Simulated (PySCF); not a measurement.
Computed shifts of a molecule C5H7F, PBE0/pcSseg-1 in PySCF, GIAO, gas phase, atoms alike by connectivity averaged where their shifts nearly agree, in ppm (number of nuclei): ¹³C: 147.9 (1), 121.6 (1), 78.9 (1), 17.6 (2). ¹⁹F: -224.8 (1). ¹H: 6.10 (1), 5.81 (1), 5.70 (1), 1.56 (2), 0.95 (2). References: ¹³C against TMS (σ = 186.3 ppm); ¹⁹F against CFCl3 (σ = 167.2 ppm); ¹H against TMS (σ = 31.56 ppm), references at their B3LYP-D3(BJ)/def2-TZVP geometries, non-relativistic. The structure is a stationary point at PBE0-D3(BJ)/def2-SVP. One conformer was computed; it need not be the lowest.

Question: Pick the molecule that these values belong to.
(A) C=C/C(F)=C\C
(B) C/C=C/C=C\F
(C) C=CC1(F)CC1
(D) C=CCC(=C)F

Answer: C, C=CC1(F)CC1
